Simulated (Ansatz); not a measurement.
Start from `CC(O)=S` and change one atom or group to get `CC(=S)[SiH2]O`.

Ansatz, PBE0-D4/def2-TZVP geometries, multiplicity 1. Each molecule was computed in one conformer, which needn't be the lowest.

```tsv
property	`CC(O)=S`
size of the dipole moment (B3LYP/def2-TZVPP) / D	1.86
HOMO–LUMO gap (PBE/def2-TZVPP) / eV	3.15
ideal-gas entropy at 298 K and 1 bar (rigid rotor, harmonic PBE0-D4/def2-TZVP) / J/(mol·K)	296
HOMO–LUMO gap (PBE0/def2-TZVPP) / eV	5.31
HOMO energy (PBE/def2-TZVPP) / eV	-5.49
size of the dipole moment (PBE/def2-TZVPP) / D	1.90
```

Problem. Give the same properties after the change, and the shifts. (Estimate.)

Solution. The calculation gave: 
| property | `CC(=S)[SiH2]O` | shift |
| --- | --- | --- |
| size of the dipole moment (B3LYP/def2-TZVPP) / D | 2.30 | 0.44 |
| HOMO–LUMO gap (PBE/def2-TZVPP) / eV | 2.03 | -1.12 |
| ideal-gas entropy at 298 K and 1 bar (rigid rotor, harmonic PBE0-D4/def2-TZVP) / J/(mol·K) | 353 | 57 |
| HOMO–LUMO gap (PBE0/def2-TZVPP) / eV | 4.10 | -1.21 |
| HOMO energy (PBE/def2-TZVPP) / eV | -5.58 | -0.09 |
| size of the dipole moment (PBE/def2-TZVPP) / D | 2.27 | 0.37 |

The zero-point energy changes by 41.7 kJ/mol with +9 modes. Dipoles are sizes alone; their direction can turn. Modes under 60 cm⁻¹, often nearly free rotors, make the harmonic entropy too high.

B3LYP here is the variant with VWN-RPA as its local correlation; programs differ in this.
